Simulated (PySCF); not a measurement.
C4H10Si, singlet, at a GFN2-xTB geometry. Base run: PySCF with HF/6-31G.

Here is a job for PySCF.
```python
from pyscf import gto, scf, solvent

mol = gto.M(
    atom='''
Si   -0.048633   -0.033927   -0.596416
C    -1.625635   -0.642590    0.233837
C    -2.806451   -0.052180    0.144745
C     1.323203    0.082956    0.721524
C     2.661045    0.528915    0.143717
H    -0.273750    1.281371   -1.208275
H     0.354586   -0.995574   -1.634318
H    -1.555605   -1.549623    0.824098
H    -3.690760   -0.434175    0.633311
H    -2.943479    0.850991   -0.427594
H     1.453715   -0.886859    1.206248
H     1.025938    0.780353    1.507639
H     2.571603    1.509718   -0.317960
H     3.423236    0.586834    0.919817
H     3.002405   -0.170671   -0.616080
''',
    basis='6-31g',
    charge=0,
    spin=0,
    verbose=4,
)

mf = scf.RHF(mol)
mf.kernel()
```

The base run was repeated with changes; each row names its change, and settings that it needs were set with it.

```csv
change,ΔE vs base (kcal/mol),dipole (D),HOMO-LUMO gap (eV)
base,0.000,0.57,14.08
model = IEF-PCM; solvent = toluene; vdw_scale = 1.4,?,0.63,14.08
model = SS(V)PE; solvent = toluene,-0.69,0.65,14.09
model = IEF-PCM; solvent = toluene; r_probe = 0.5,?,?,14.08
model = IEF-PCM; solvent = toluene,-0.70,0.65,14.09
model = IEF-PCM; solvent = toluene; lebedev_order = 11,-0.65,0.64,14.09
model = IEF-PCM; solvent = water,-1.56,0.74,14.09
model = COSMO; solvent = toluene,-0.73,0.64,14.09
model = IEF-PCM; solvent = n-hexane,-0.534,0.63,14.09
model = ddCOSMO; solvent = toluene,-0.63,0.63,14.09
model = IEF-PCM; solvent = toluene; lebedev_order = 41,-0.71,0.65,14.09
model = IEF-PCM; solvent = toluene; vdw_scale = 1.1,?,0.65,14.09
```

Task: Fill in the missing entries.

Result: 
- model = IEF-PCM; solvent = toluene; vdw_scale = 1.4, ΔE vs base (kcal/mol): -0.353
- model = IEF-PCM; solvent = toluene; r_probe = 0.5, ΔE vs base (kcal/mol): -0.227
- model = IEF-PCM; solvent = toluene; r_probe = 0.5, dipole (D): 0.62
- model = IEF-PCM; solvent = toluene; vdw_scale = 1.1, ΔE vs base (kcal/mol): -1.00

The base is the gas phase, so ΔE is the electrostatic part of solvation at a fixed geometry, without cavity and dispersion terms.
